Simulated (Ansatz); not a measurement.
Geometry optimisation, RKS BLYP-D4/def2-SVP in Ansatz.

input.yaml

```yaml
crystal:
  periodic: [false, false, false]
  atoms:
    - { symbol: O, position_ang: [-0.5261, 1.7514, -0.8347] }
    - { symbol: B, position_ang: [-0.0885, 1.0405, 0.3032] }
    - { symbol: Sn, position_ang: [0.4027, -1.0993, 0.0706] }
    - { symbol: F, position_ang: [0.1959, -1.6454, -1.7543] }
    - { symbol: H, position_ang: [-1.03576, 1.28525, 0.94484] }
    - { symbol: H, position_ang: [0.0367, 1.5917, 1.3501] }
    - { symbol: H, position_ang: [2.1501, -1.3326, 0.4902] }
    - { symbol: H, position_ang: [-0.5228, -2.0375, 1.1557] }
basis:
  gaussian: { orbitals: def2-SVP }
hamiltonian:
  xc: blyp
  dispersion: d4
relax:
  f_tol: 0.02
  max_steps: 50
```

Run as:

```bash
$ ansatz run input.yaml --threads 2 --pin off --max-ram 3072MiB --backend cpu --events-out ev --progress --plain --runs-dir out
```

Question: Where does it end, and by what steps?

Answer: The run converged. After 14 steps the energy has fallen by 3.924 eV; H6 moved furthest, 1.49 Å. Parted: B2–H5, B2–H6. Joined: H5–H6.

```tsv
step	energy less start (eV)	largest force component (eV/Å)	accepted
0	0.0000	7.677	yes
1	-1.1843	5.270	yes
2	-1.9810	3.339	yes
3	-2.7339	1.217	yes
4	-3.2502	2.694	yes
5	-3.4840	1.203	yes
6	-3.6091	3.498	yes
7	-3.7960	0.715	yes
8	-3.8096	2.435	yes
9	-3.9035	0.747	yes
10	-3.9135	0.581	yes
11	-3.9228	0.061	yes
12	-3.9237	0.035	yes
13	-3.9239	0.035	yes
14	-3.9240	0.012	yes
```

```xyz
8
Properties=species:S:1:pos:R:3
O -0.354 1.902 -1.089
B -0.025 0.770 -0.790
Sn 0.581 -1.304 -0.162
F 0.370 -2.402 -1.782
H -0.838 2.112 1.794
H -0.865 1.835 2.508
H 2.254 -1.393 0.248
H -0.510 -1.965 0.999
```

Run time: 21 s on 2 threads of Arm Neoverse V2 (shared host), peak memory 0.15 GiB.
